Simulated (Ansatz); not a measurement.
Frontier orbitals of CH2BrNSi (`BrC1=N[SiH2]1`).

Charge 0, multiplicity 1. Correlated methods include outer-core shells of Br, which these sets cover unevenly. Scalar relativity is left out up to krypton. Geometry: relaxed with PBE0-D4/def2-TZVP. Basis def2-TZVPP, the Gaussian-basis code of Ansatz.

Orbital energies of one run (eV). Highest occupied ones, from the top: -8.26, -9.50, -9.75, -11.42, -12.60, -13.23, -13.84, -16.41, -17.26, -24.57, -29.56, -77.78, -77.78, -78.01. Empty: -0.57, 0.31, 1.40, 1.63, 2.09, 3.65.

**Question.** Which functional gave them?
A. BHLYP
B. r2SCAN0
C. revPBE
D. PBE0

**Answer.** A. HOMO energies: BHLYP -8.26, revPBE -6.01, PBE0 -7.22, r2SCAN0 -7.38 eV.
